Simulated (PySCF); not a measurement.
OW (SMILES [O]=[W]), triplet, geometry from GFN2-xTB (such geometries of metal compounds can be far from the true shape) (core potentials on W). Base run: PBE0/def2-TZVP (PySCF).

The PySCF input:
```python
from pyscf import gto, scf, dft

mol = gto.M(
    atom='''
W    -0.000000   -0.000000   -0.165864
O     0.000000    0.000000    1.534240
''',
    basis='def2-tzvp',
    ecp={'W': 'def2-tzvp'},
    charge=0,
    spin=2,
    verbose=4,
)

mf = dft.UKS(mol)
mf.xc = 'pbe0'
mf.kernel()
mf.analyze()
```

Each row names what was changed in the base input (with any setting that the change needs).

```json
[
 {"change": "base", "basis functions": "71", "E (Eh)": "-142.18523", "HOMO (eV)": "-5.74", "dipole (D)": "2.34"},
 {"change": "basis = x2c-TZVPall; relativity = spin-free X2C; nucleus = Gaussian (with nucmod='G'; without ecp={'W': 'def2-tzvp'})", "basis functions": "112", "E (Eh)": "-16218.54406", "HOMO (eV)": "-4.38", "dipole (D)": "3.88"},
 {"change": "basis = jorge-DZP-DKH; relativity = spin-free X2C; nucleus = Gaussian (with nucmod='G'; without ecp={'W': 'def2-tzvp'})", "basis functions": "75", "E (Eh)": "-16204.32349", "HOMO (eV)": "-5.97", "dipole (D)": "2.45"},
 {"change": "basis = x2c-SVPall; relativity = spin-free X2C; nucleus = Gaussian (with nucmod='G'; without ecp={'W': 'def2-tzvp'})", "basis functions": "80", "E (Eh)": "-16217.70884", "HOMO (eV)": "-5.89", "dipole (D)": "2.49"},
 {"change": "basis = x2c-TZVPall; relativity = none (without ecp={'W': 'def2-tzvp'})", "basis functions": "112", "E (Eh)": "-14892.25489", "HOMO (eV)": "-4.20", "dipole (D)": "4.02"},
 {"change": "basis = jorge-DZP-DKH; relativity = spin-free X2C (without ecp={'W': 'def2-tzvp'})", "basis functions": "75", "E (Eh)": "-16205.98930", "HOMO (eV)": "-5.98", "dipole (D)": "2.45"},
 {"change": "basis = jorge-DZP-DKH; relativity = none (without ecp={'W': 'def2-tzvp'})", "basis functions": "75", "E (Eh)": "-15063.80633", "HOMO (eV)": "-3.36", "dipole (D)": "4.73"},
 {"change": "basis = x2c-SVPall; relativity = spin-free X2C (without ecp={'W': 'def2-tzvp'})", "basis functions": "80", "E (Eh)": "-16219.59571", "HOMO (eV)": "-5.89", "dipole (D)": "2.49"},
 {"change": "basis = x2c-SVPall; relativity = none (without ecp={'W': 'def2-tzvp'})", "basis functions": "80", "E (Eh)": "-13727.79474", "HOMO (eV)": "-7.70", "dipole (D)": "2.18"},
 {"change": "basis = x2c-TZVPall; relativity = spin-free X2C (without ecp={'W': 'def2-tzvp'})", "basis functions": "112", "E (Eh)": "-16220.49664", "HOMO (eV)": "-4.38", "dipole (D)": "3.88"}
]
```

Total energies compare only within one method and basis.

Open shells are given as the SCF converged; they aren't shown to be the lowest states, and a large step between rows can be another state.

Basis sets contracted for a relativistic Hamiltonian are a mismatch without it, so the rows without relativity aren't non-relativistic limits. No row has spin-orbit coupling; sets with core potentials leave out the core electrons.
